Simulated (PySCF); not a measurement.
Ge(H)(Cl)2(Me), SMILES [CH3][GeH]([Cl])[Cl] (CAM-B3LYP/def2-SVP optimised geometry):

```
8

Ge    -0.219    -0.738     0.000
C     -0.840     1.090     0.000
Cl     1.938    -0.738     0.000
Cl    -0.875    -1.694     1.819
H     -0.678    -1.612    -1.168
H     -0.500     1.600    -0.912
H     -1.938     1.112     0.042
H     -0.436     1.612     0.877
```

Computed with CAM-B3LYP/def2-TZVP (PySCF).

Q: What are the frontier orbital energies and the dipole moment?

A: HOMO-2 -10.64 eV, HOMO-1 -10.36 eV, HOMO -10.09 eV, LUMO 0.64 eV, LUMO+1 1.42 eV; dipole moment 2.76 D.

On the same geometry PBE/def2-TZVP (PySCF) gives HOMO-2 -7.77 eV, HOMO-1 -7.58 eV, HOMO -7.39 eV, LUMO -1.40 eV, LUMO+1 -0.53 eV; dipole moment 2.64 D.

Meta-Löwdin charges at CAM-B3LYP/def2-TZVP: Ge1 0.82, C2 -0.55, Cl3 -0.31, Cl4 -0.31, H5 -0.06, H6 0.14, H7 0.14, H8 0.14.
